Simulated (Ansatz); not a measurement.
`C#[C][In]([F])[Cl]` + H–F → `[F][In]([F])[Cl]` + `C#C` at 500 K and 1 bar (ligand exchange at the In–C bond).

Program: Ansatz. Geometries: PBE0-D4/def2-TZVP. ΔE: electronic, gas phase. CCSD(T)/CBS is the MP2 limit (def2-TZVPP, def2-QZVPP) plus CCSD(T) − MP2 in def2-TZVPP, frozen cores. This one scheme is used for every species. Elements past krypton have def2 core potentials. For In outer-core shells are correlated without core-valence functions, which leaves a few kJ/mol of doubt a bond.

| species | CCSD(T)/CBS energy (Eh) | H − E (kJ/mol) | S (J/(mol·K)) |
| --- | --- | --- | --- |
| `C#[C][In]([F])[Cl]` | -826.10583 | 97.1 | 418.1 |
| H–F | -100.39570 | 39.4 | 188.7 |
| `[F][In]([F])[Cl]` | -849.27843 | 44.2 | 367.9 |
| `C#C` | -77.22717 | 90.7 | 225.3 |

H − E and S are ideal-gas, rigid-rotor, harmonic terms from PBE0-D4/def2-TZVP. 1 Eh = 2625.50 kJ/mol, R = 8.31446 J/(mol·K).

Question: By hand: ΔE, ΔH, ΔS and ΔG.

Answer: ΔE = (-849.27843) + (-77.22717) − (-826.10583) − (-100.39570) = -0.00407 Eh = -10.7 kJ/mol. Δ(H − E) = 44.2 + 90.7 − 97.1 − 39.4 = -1.6, so ΔH = -12.3 kJ/mol. ΔS = 367.9 + 225.3 − 418.1 − 188.7 = -13.6 J/(mol·K). ΔG = -12.3 − 500 × (-13.6)/1000 = -5.5 kJ/mol.

Question: By hand: the equilibrium constant, and the temperature at which ΔG would vanish if ΔH and ΔS stayed fixed.

Answer: log₁₀ K = −ΔG/(RT ln 10) = 0.6. ΔG = 0 at ΔH/ΔS = 904 K, though so small a ΔS makes that figure unsure.

TΔS isn't small against ΔH here. The sign of ΔG lies within the doubt. A doubt of 5 kJ/mol in ΔE shifts log₁₀ K by 0.5 here. These are equilibria of isolated gas molecules and say nothing of rates. Largest T1 diagnostic: 0.016 (customary marks: 0.02 for closed shells, 0.045 for open ones).
